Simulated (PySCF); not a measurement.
H2INZn, SMILES [NH2][Zn][I] (PBE0/def2-SVP optimised geometry):

```
5

Zn     0.074     0.122     0.000
I     -2.348     0.313     0.000
N      1.893     0.122     0.000
H      2.348    -0.235    -0.837
H      2.348    -0.313     0.800
```

Method: PBE0/def2-TZVP, def2 effective core potentials past Kr in PySCF 2.14.0.

Q: What are the frontier orbital energies and the dipole moment?

A: HOMO-2 -7.75 eV, HOMO-1 -7.66 eV, HOMO -7.21 eV, LUMO -1.11 eV, LUMO+1 -0.35 eV; dipole moment 1.91 D.

On the same geometry PBE/def2-TZVP, def2 effective core potentials past Kr (PySCF 2.14.0) gives HOMO-2 -6.60 eV, HOMO-1 -6.55 eV, HOMO -5.90 eV, LUMO -1.95 eV, LUMO+1 -1.08 eV; dipole moment 1.87 D.
